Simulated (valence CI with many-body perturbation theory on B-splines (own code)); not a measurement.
**Tm⁵⁶⁺ in three bases**

Calculated by valence CI with perturbative core correlation (CI+MBPT): three valence electrons over a frozen Dirac-Fock core [Ne], radial functions for each j: 9 s, 9 p, 8 d, 6 f, 3 g, 1 h, with the one-electron correlation potential Σ1, the two-electron term Σ2, the three-electron term Σ3, Breit, model QED; selected CI, second order for the rest, scaled by the run's own slope (own B-spline code, finite nucleus).

No measured spectrum was set against this ion. As an estimate, large intervals hold to a few tenths of a per cent, small ones and those within an open d or f shell to about a per cent.

The reference run has the lowest level (3s^2 3p1/2) J=1/2 and an ionisation energy of 5656.55 eV. Its largest variational space holds 8447 state functions.

Levels are named by their leading jj configuration (3d3/2^4 stands for four electrons in 3d with j = 3/2), which in mixed levels can hold well under half, so a name can repeat and another be missing. Letters in brackets count levels of one name in rising energy.

Changed runs:
A. basis 6 s, 6 p, 5 d, 3 f, 1 g
B. basis 5 s, 5 p, 4 d, 2 f

Excitation energies of the reference run in cm⁻¹, and shifts in cm⁻¹:

```csv
Level,Reference,A,B
(3s 3p1/2^2) J=1/2,1206240,-22,-55
(3s^2 3p3/2) J=3/2,2103240,-30,-71
(3s 3p1/2 3p3/2) J=3/2 [a],3090710,-179,-538
(3s 3p1/2 3p3/2) J=5/2,3222810,-46,-128
(3s 3p1/2 3p3/2) J=3/2 [b],3383420,+0.4,+16
(3s 3p1/2 3p3/2) J=1/2,3456610,+31,+154
(3s^2 3d3/2) J=3/2,3824210,+286,+924
(3s^2 3d5/2) J=5/2,4239560,+216,+626
(3p1/2^2 3p3/2) J=3/2,4574880,-68,-189
(3s 3p1/2 3d3/2) J=3/2 [a],4683260,-25,-90
(3s 3p1/2 3d3/2) J=5/2,4777920,+91,+212
(3s 3p1/2 3d3/2) J=1/2,4971630,+199,+579
Ionisation energy (eV),5656.55,-0.02,-0.07
```
